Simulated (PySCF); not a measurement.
# A search over the determinants of CSe

Unrestricted PBE0; basis C def2-SVP, Se def2-SVP; no relativity; PySCF 2.14. Outer shells of the fragments: C 2s2 2p2; Se 3d10 4s2 4p4.

Followed along the bond (rough minima from three points):

```tsv
2Ms+1	unpaired	⟨S²⟩ at the start	R at minimum (Å)	Te (eV)
1	none	0.00	1.68	0.00
3	σ ↑, π ↑	2.12	1.72	2.70
5	σ ↑, π ↑↑↑	6.00	none in the scan	≤ 4.71
```

Solutions found at the starting distance of 1.825 Å, counted from the lowest of them; the search is not exhaustive and high or unbound solutions are not listed, so other states can lie among these:

```csv
2Ms+1,unpaired,term,E (eV),⟨S²⟩,⟨Lz²⟩,μ (D)
1,none,¹Σ⁺,0.00,0.00,0.00,1.59
3,"σ ↑, π ↑",³Π,2.47,2.12,1.00,0.30
3,π ↑↑,mixed,2.70,2.01,2.01,2.30
1,"σ ↑, π ↓",mixed,3.07,1.01,1.02,0.70
3,π ↑↑,mixed,3.23,2.01,2.01,2.00
1,π ↑↓,mixed,3.35,1.01,2.01,1.90
```

A term symbol is given only where ⟨S²⟩ and ⟨Lz²⟩ are close to those of a pure state; real π, δ and φ orbitals otherwise mix terms. A positive dipole means C(−)Se(+).

**Question.** Compare the gap between the two lowest followed solutions at the starting distance with the gap between their minima.

**Answer.** At PBE0 the second solution (triplet, unpaired electrons σ ↑, π ↑) lies +2.47 eV from the first (singlet, closed shell) at 1.825 Å and +2.70 eV at the minima; the two curves relax by different amounts, since their minima lie near 1.72 and 1.68 Å.

Counting both spins, an empty level lies below a filled one in some of these solutions, because spin and occupation are held.
